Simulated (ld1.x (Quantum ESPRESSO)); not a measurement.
Which change was made? (S, TM)

* Element: sulfur (S)
* Generator: ld1.x (Quantum ESPRESSO) 7.5
* Type: norm-conserving Troullier–Martins (Kleinman–Bylander form)
* Functional: PBE
* Relativity: scalar-relativistic
* Frozen core: [Ne]
* Valence charge: 6
* Reference configuration: 3s1.5 3p4.5
* Partial waves: 3p (bound): rc 1.55 bohr; 3s (bound): rc 1.45 bohr
* Local potential: the s channel
* Core correction: a·sin(br)/r model core inside 1.00 bohr

Cutoffs, loose and tight: the cutoffs (Ry, on a coarse ladder) from which the occupation-weighted sum of valence levels, in a spherical-Bessel basis at the reference potential, stays within 10 and 1 mRy of its value at 400 Ry. They do not see the model core or the augmentation charge, which bear on the density cutoff. Test errors are all-electron minus pseudo excitation energies from the reference, over the configurations 3s2 3p4; 3s2 3p3; 3s2 3p2; 3s2 3p3.5; 3s2 3p0; 3s2 3p1; 3s1 3p4; variants that change the core or the reference have their own tests.

The base gives: outcome: generated; cutoff, loose: 35 Ry; cutoff, tight: 60 Ry; bound ghosts: none; largest test error (meV): +201.

Q: After one change the result is: outcome: generated; cutoff, loose: 25 Ry; cutoff, tight: 55 Ry; bound ghosts: none; largest test error (meV): +87. Which change was it?
A. wave 3p (bound): rc 1.55 bohr becomes 3p (bound): rc 2.26 bohr
B. wave 3p (bound): rc 1.55 bohr becomes 3p (bound): rc 2.02 bohr
C. wave 3p (bound): rc 1.55 bohr becomes 3p (bound): rc 1.26 bohr
D. wave 3p (bound): rc 1.55 bohr becomes 3p (bound): rc 1.04 bohr

A: A. The others give: wave 3p (bound): rc 1.55 bohr becomes 3p (bound): rc 2.02 bohr → outcome: generated; cutoff, loose: 25 Ry; cutoff, tight: 55 Ry; bound ghosts: none; largest test error (meV): +146 | wave 3p (bound): rc 1.55 bohr becomes 3p (bound): rc 1.26 bohr → outcome: generated; cutoff, loose: 55 Ry; cutoff, tight: 110 Ry; bound ghosts: none; largest test error (meV): +166 | wave 3p (bound): rc 1.55 bohr becomes 3p (bound): rc 1.04 bohr → outcome: generated; cutoff, loose: 120 Ry; cutoff, tight: 260 Ry; bound ghosts: none; largest test error (meV): +138.
